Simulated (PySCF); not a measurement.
A structure optimised at PBE-D3(BJ)/def2-SVP, used in a PySCF frequency run:

```
Nb
O 1 1.6986
Cl 1 2.2946 2 107.49
Cl 1 2.2946 2 107.49 3 120.00
Cl 1 2.2946 2 107.49 3 -120.00
```
Charge 0, spin multiplicity 1.

Q: Write its SMILES, formula and point group.

A: [O]=[Nb]([Cl])([Cl])[Cl], Cl₃NbO, C3v

Q: What are its rotational constants (standard atomic weights)?

A: 1.4798, 1.4798, 0.99212 GHz
